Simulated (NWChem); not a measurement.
Molecule: CH4MgS2; SMILES [Mg]([SH])[S]C

```xyz
8

Mg     0.2539    -0.4607    -0.0237
S     -0.1193    -2.7520    -0.0502
H     -0.0910    -2.8161     1.3133
S      0.6181     1.8274    -0.0083
C     -1.0998     2.5132    -0.0105
H     -1.6572     2.2442    -0.9284
H     -1.0000     3.6151     0.0183
H     -1.6795     2.1995     0.8789
```
Atoms are numbered in this order, from 1.

Program: NWChem. Pople sets run with spherical d functions. The geometry was optimised at PBE-D3(BJ)/def2-SVP. Vertical excitations in the gas phase; the lowest state need not have the same character in each row.

| level | lowest excitation, singlet (eV) | oscillator strength of that lowest state | lowest state with f > 0.02, singlet (eV) | oscillator strength of that bright state | orbital gap (eV) |
|---|---|---|---|---|---|
| PBE/6-31+G*, full TDDFT | 3.36 | 0.021 | 3.36 | 0.021 | 3.29 |
| LDA (Slater exchange, VWN5)/6-31+G*, full TDDFT | 3.27 | 0.019 | 3.80 | 0.034 | 3.18 |
| PBE0/6-31+G*, full TDDFT | 3.90 | 0.026 | 3.90 | 0.026 | 5.11 |
